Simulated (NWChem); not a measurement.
Molecule: CHCl, singlet; SMILES [CH]Cl

```xyz
3

C      0.1165     1.2094     0.0000
Cl     0.0155    -0.5148     0.0000
H     -0.9634     1.4952     0.0000
```
Atoms are numbered in this order, from 1.

Low-valent species are run as closed-shell singlets; no triplet was tried in these runs. All runs use the structure optimised with B3LYP/6-31G* (spherical d).

Symmetry labels are those of Cs in the frame above (b1 and b2, or b-type labels, depend on it).

Problem. List the 4 lowest vertical singlet excitations from PBE/def2-SVP, TDA (NWChem).

Solution. 
```tsv
state	energy (eV)	oscillator strength	symmetry	leading excitation (squared amplitude)
S1	1.89	0.006	a"	HOMO → LUMO (0.98)
S2	4.89	0.009	a"	HOMO−1 → LUMO (0.97)
S3	6.23	0.012	a'	HOMO → LUMO+1 (0.70)
S4	6.94	0.000	a"	HOMO−3 → LUMO (1.00)
```
